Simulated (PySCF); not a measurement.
**Bonding in `CS[SiH2]O[Si@H](N)O`**

Compound: CH9NO2SSi2.
Numbering: `[CH3:1][S:2][SiH2:3][O:4][Si@H:5]([NH2:6])[OH:7]` (hydrogens: H8, H9, H10 on C1; H11, H12 on Si3; H13 on Si5; H14, H15 on N6; H16 on O7)

Geometry (GFN2-xTB, Å), atoms numbered from 1 in this order:
```
atom  x, y, z in Å
C1     2.399    0.644    1.055
S2     2.253    0.834   -0.751
Si3    0.917   -0.781   -1.202
O4    -0.292   -0.818   -0.145
Si5   -1.402   -0.191    0.872
N6    -2.887   -0.328    0.015
O7    -1.127    1.352    1.271
H8     3.030    1.454    1.406
H9     1.414    0.714    1.506
H10    2.858   -0.312    1.287
H11    0.430   -0.489   -2.537
H12    1.594   -2.056   -1.007
H13   -1.186   -0.884    2.130
H14   -3.724    0.006    0.464
H15   -3.076   -1.190   -0.469
H16   -1.210    2.055    0.631
```

Bond orders from the PBE0/pcSseg-1 density (PySCF). Isolated species at its GFN2-xTB geometry (one conformer only).

Question: Where do the orders between heavy atoms depart from those drawn in the SMILES?

Answer: The largest departure is 0.107, at O4–Si5 (drawn single, 0.893).

Question: Give the Mayer order of every bond, beside its length.

Answer: 
```json
{"bond": "C1–S2", "drawn as": "single", "length (Å)": "1.822", "Mayer order": "0.993"}
{"bond": "S2–Si3", "drawn as": "single", "length (Å)": "2.144", "Mayer order": "0.992"}
{"bond": "Si3–O4", "drawn as": "single", "length (Å)": "1.607", "Mayer order": "0.958"}
{"bond": "O4–Si5", "drawn as": "single", "length (Å)": "1.631", "Mayer order": "0.893"}
{"bond": "Si5–N6", "drawn as": "single", "length (Å)": "1.720", "Mayer order": "1.053"}
{"bond": "Si5–O7", "drawn as": "single", "length (Å)": "1.617", "Mayer order": "1.031"}
{"bond": "C1–H8", "drawn as": "single", "length (Å)": "1.085", "Mayer order": "0.960"}
{"bond": "C1–H9", "drawn as": "single", "length (Å)": "1.085", "Mayer order": "0.930"}
{"bond": "C1–H10", "drawn as": "single", "length (Å)": "1.086", "Mayer order": "0.950"}
{"bond": "Si3–H11", "drawn as": "single", "length (Å)": "1.451", "Mayer order": "0.922"}
{"bond": "Si3–H12", "drawn as": "single", "length (Å)": "1.457", "Mayer order": "0.910"}
{"bond": "Si5–H13", "drawn as": "single", "length (Å)": "1.453", "Mayer order": "0.888"}
{"bond": "N6–H14", "drawn as": "single", "length (Å)": "1.006", "Mayer order": "0.950"}
{"bond": "N6–H15", "drawn as": "single", "length (Å)": "1.006", "Mayer order": "0.948"}
{"bond": "O7–H16", "drawn as": "single", "length (Å)": "0.954", "Mayer order": "0.929"}
```

By pair of heavy elements: O–Si: lowest O4–Si5 (0.893, 1.631 Å), highest Si5–O7 (1.031, 1.617 Å); in 1 of the 3 pairs the longer bond (by over 0.003 Å) has the higher order (by 0.02 or more).

Question: Sum the orders of all bonds at each heavy atom with more than one neighbour and set the sums beside the valence in the SMILES.

Answer: C1 3.833 (drawn 4), S2 1.985 (drawn 2), Si3 3.782 (drawn 4), O4 1.851 (drawn 2), Si5 3.865 (drawn 4), N6 2.951 (drawn 3), O7 1.960 (drawn 2). Orders between atoms that aren't bonded are not in these sums.

Mayer orders depend on the basis set.

These values come from a run that also computed NMR shieldings. Hardware: one thread, x86-64 server, shared host. Cost: 40 s of wall time.
